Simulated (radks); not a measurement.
Neutral palladium inside a hard spherical wall (all orbitals vanish at R), configuration held at [Kr] 4d10 and not refilled when levels cross. All-electron calculation, scalar-relativistic Kohn-Sham, PBEsol, spin-polarised, spherical densities, point nucleus. Program: a radial shooting solver on a logarithmic mesh with Libxc functionals. Eigenvalues in eV for spin up, with the zero of energy where the potential of the charges vanishes at infinity; a dash marks a level that is unbound or too diffuse for the functional's potential to be trusted. A positive occupied level is held by the wall or, in an anion where self-interaction has pushed it up, behind a barrier. The pressure on the wall is -dE/dV.

| R (bohr) | E (hartree) | kinetic (hartree) | e(3d) | e(4s) | e(4p) | e(4d) | e(5s, empty) | e(5p, empty) | pressure (GPa) |
|---|---|---|---|---|---|---|---|---|---|
| free | -5043.43224 | 5230.927 | -325.50 | -85.248 | -51.141 | -4.051 | -3.297 | - | 0 |
| 20 | -5043.43224 | 5230.927 | -325.50 | -85.248 | -51.141 | -4.051 | -3.297 | - | < 0.0001 |
| 15 | -5043.43224 | 5230.927 | -325.50 | -85.248 | -51.141 | -4.050 | -3.297 | -0.183 | < 0.0001 |
| 12 | -5043.43223 | 5230.928 | -325.50 | -85.246 | -51.139 | -4.049 | -3.293 | -0.079 | 0.000198 |
| 6 | -5043.41913 | 5231.011 | -324.78 | -84.558 | -50.465 | -3.440 | -2.295 | 2.541 | 1.09 |
| 2 | -5034.88542 | 5264.997 | -263.26 | -38.383 | -4.275 | 48.959 | 118.28 | 144.58 | 12500 |
| 1.5 | -5009.36381 | 5352.732 | -181.69 | 27.138 | 67.073 | 132.19 | 330.53 | 366.82 | 108000 |
